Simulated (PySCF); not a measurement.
## [Nd(NH3)]2+ at several levels of theory

Computed with PySCF 2.14.0 (density fitting, no spin-orbit coupling) at the geometry relaxed with PBE0:

```xyz
5
[Nd(NH3)]2+ (singlet in the valence; each metal's 4f electrons, 4 of them, lie in its core potential, out of spins and levels)
Nd    0.0000    0.0000   -0.2393
N     0.0000    0.0000    2.3951
H     0.9317    0.0000    2.8338
H    -0.4659    0.8068    2.8338
H    -0.4658   -0.8069    2.8338
```

```tsv
level	basis	state	HOMO (eV)	gap (eV)	charge on Nd1 (e)	population of f-type functions on Nd1 (polarisation alone where 4f lies in the core)	dipole about the centre of mass (D)	largest force component (eV/Å)
PBE0	Nd lcecp-0-SVP with ECP50, N def2-SVP, H def2-SVP	singlet	–	–	1.73	0.01	1.95	0.00
wB97X	the same	singlet	–	–	1.75	0.01	1.76	0.10
PBE0	Nd lcecp-0-TZVP with ECP50, N def2-TZVP, H def2-TZVP	singlet	–	–	1.83	0.01	1.99	0.36
```

In the lcecp rows the 4f levels are missing from HOMO and gap, and the state counts the valence alone.

Charges are Mulliken's, which hang on the basis. The relaxation used the grid (50, 194), these runs (75, 302) or, all-electron (x2c bases, spin-free X2C Hamiltonian), (99, 590).

Problem. What does PBE with Nd lcecp-0-SVP with ECP50, N def2-SVP, H def2-SVP give here?

Solution. state singlet, charge on Nd1 (e) 1.69, population of f-type functions on Nd1 (polarisation alone where 4f lies in the core) 0.01, dipole about the centre of mass (D) 2.16, largest force component (eV/Å) 0.43. Time: 1.7 s on 2 threads of Arm Neoverse V2, with other jobs on the host, from an already converged density.

An lcecp potential fixes the number of 4f electrons, so in runs with it no electron can move into or out of that shell; real Nd(II) is rare or takes another configuration.
